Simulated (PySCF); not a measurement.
# Calculated NMR data

Non-relativistic Hamiltonian, isolated molecule, one averaged value for each set of equivalent atoms, one computed conformer. Coordinates at the GFN2-xTB level; GIAO PBE0/pcSseg-1 shieldings; PySCF.

References, each an isolated molecule treated in the same way: TMS for 1H (31.72 ppm) and 13C (186.93 ppm). Where no couplings were computed, multiplicities follow the n + 1 count of equivalent neighbours, and m marks all less simple cases (inequivalent or close neighbours, rings, F or P nearby). Shifts are as computed. Against solution values, carbons near 30 ppm lie about +3 ppm off and those near 130 ppm about +5 ppm; carbons on Cl a further +6 ppm. Of 1211 compounds with measured shifts, 218 miss one by over three times the rms of a fit or turn the order of signals round; such compounds aren't used in these exercises. Carbons bonded to Cl come out too deshielded.

Compound 1 (C$_{8}$H$_{7}$Cl). 1H NMR (600 MHz, computed): δ 6.27 (d, 1H), 6.23 (m, 1H), 6.22 (m, 1H), 6.22 (m, 1H), 6.11 (m, 1H), 6.08 (m, 1H), 6.02 (d, 1H). 13C{1H} NMR (computed): δ 144.7, 142.7, 142.1, 141.1, 140.7, 140.4, 139.7, 138.0. Structure: `C1(Cl)=C\C=C/C=C\C=C/1`.

Compound 2 (C$_{8}$H$_{14}$O$_{2}$). 1H NMR (600 MHz, computed): δ 4.63 (m, 1H), 2.13 (m, 2H), 2.05 (s, 3H), 1.81 (m, 2H), 1.67 (m, 1H), 1.29 (m, 2H), 1.22 (m, 2H), 1.05 (m, 1H). 13C{1H} NMR (computed): δ 175.7 (C), 76.1 (CH), 35.4 (CH2), 29.5 (CH2), 28.4 (CH2), 23.9 (CH3). Structure: `InChI=1S/C8H14O2/c1-7(9)10-8-5-3-2-4-6-8/h8H,2-6H2,1H3`.
